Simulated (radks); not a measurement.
Species: Xe35+. Configuration: [Ar] 3d1 (the NIST ground configuration). Calculated with a radial shooting solver on a logarithmic mesh with Libxc functionals: Dirac Kohn-Sham, BLYP, spin-unpolarised, spherical densities, finite nucleus; open shells fill j = l - 1/2 first; Fermi nuclear charge, rms radius 4.7859 fm. Some entries of the table are withheld. Estimate them.

orbital,occ.,eigenvalue (hartree),<1/r> (bohr^-1),<r> (bohr)
1s1/2,2,-1330.419,58.11,0.02666
2s1/2,2,-262.9318,13.71,0.1132
2p1/2,2,-251.6656,(1),0.09533
2p3/2,4,-239.5519,(2),0.1009
3s1/2,2,-96.43628,5.358,0.2822
3p1/2,2,-92.18377,(3),0.2690
3p3/2,4,-89.33719,(4),0.2780
3d3/2,1,-82.83131,(5),0.2430
3d5/2,0,-82.16981,(6),0.2458
4s1/2,0,-49.29891,2.711,0.5484
4p1/2,0,-47.49833,2.672,0.5422
4p3/2,0,-46.50053,2.568,0.5551

Answer. 
(1) 2p1/2 <1/r> (bohr^-1): 13.66
(2) 2p3/2 <1/r> (bohr^-1): 12.57
(3) 3p1/2 <1/r> (bohr^-1): 5.291
(4) 3p3/2 <1/r> (bohr^-1): 5.012
(5) 3d3/2 <1/r> (bohr^-1): 4.889
(6) 3d5/2 <1/r> (bohr^-1): 4.817
